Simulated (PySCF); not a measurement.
## TeS₃⁻: PBE0 against B3LYP

Base calculation in PySCF with density fitting and no spin–orbit coupling, PBE0/def2-SVPD (scalar-relativistic core potentials): doublet, C3v, Te–S 2.315 Å (×3); S–Te–S 113.0° (×3); wavenumbers 134 (×2), 142, 381, 388 (×2) cm⁻¹; dipole moment about the centre of mass 2.07 D, polar-tensor charge of Te 0.81 e.

Problem. What changes on going to B3LYP/def2-SVPD (scalar-relativistic core potentials)?

Solution. The point group stays the same. Changes: mean bond to Te +0.034 Å, smallest bond angle -0.1 degrees, highest wavenumber -31 cm⁻¹, lowest wavenumber -5 cm⁻¹, dipole moment about the centre of mass +0.06 D, polar-tensor charge of Te -0.10 e. The new structure has Te–S 2.349 Å (×3); S–Te–S 112.9° (×3), with wavenumbers 129 (×2), 136, 354 (×2), 357 cm⁻¹.

Only the bonding shown was studied: isomers, or loss of a ligand pair, can lie lower.
